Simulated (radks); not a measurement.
The numbers below are computed, except where a source is named.
Q: These are the eigenvalues of the occupied orbitals of an atom or ion with whole-number occupations (Ry). Level of theory: Dirac Kohn-Sham, LDA (Slater exchange, Perdew-Wang correlation), spin-unpolarised, spherical densities, finite nucleus; Fermi nuclear charge, rms radius of each element as measured or else 0.836 A^(1/3) + 0.57 fm (a radial shooting solver on a logarithmic mesh with Libxc functionals).

| orbital | eigenvalue |
|---|---|
| 1s1/2 | -2962.330 |
| 2s1/2 | -481.2637 |
| 2p1/2 | -455.0832 |
| 2p3/2 | -422.3009 |
| 3s1/2 | -110.2065 |
| 3p1/2 | -99.08930 |
| 3p3/2 | -92.64813 |
| 3d3/2 | -73.12361 |
| 3d5/2 | -71.73905 |
| 4s1/2 | -28.74954 |
| 4p1/2 | -24.60014 |
| 4p3/2 | -23.18024 |
| 4d3/2 | -16.32554 |
| 4d5/2 | -16.07149 |
| 5s1/2 | -10.06984 |
| 5p1/2 | -8.72169 |

Which element is it, and in what charge state? The configuration may be excited. Open shells, if any, fill j = l - 1/2 first.

A: Z = 58, cerium, charge +8: Ce8+ in [Kr] 4d10 5s2 5p2. The list shows which subshells hold electrons but not how many an open one holds; the 1s level, -1481.2 hartree, gives Z - s = 54.4 by -(Z - s)^2/2, which with screening and relativity narrows Z to a few neighbours, and the depths of the outer levels then fix element, charge and occupations together.
